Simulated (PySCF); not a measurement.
In₂O was optimised in PySCF in the def2-TZVP basis family (density fitting, no spin–orbit coupling) with several functionals.

One of them gave a singlet of D∞h symmetry with a mean bond of 2.000 Å to O, wavenumbers 55 (×2), 209, 755 cm⁻¹ and a HOMO–LUMO gap of 4.76 eV.

**Question.** Which level of theory was it?
A. PBE
B. PBE0
C. B3LYP

**Answer.** B. That is PBE0, with O–In 2.000 Å (×2). The others give PBE 2.029 Å and 707 cm⁻¹ for the highest mode; B3LYP 2.018 Å and 731 cm⁻¹ for the highest mode.

Each species is the lowest minimum found with this bonding; other isomers or fragments can lie lower.
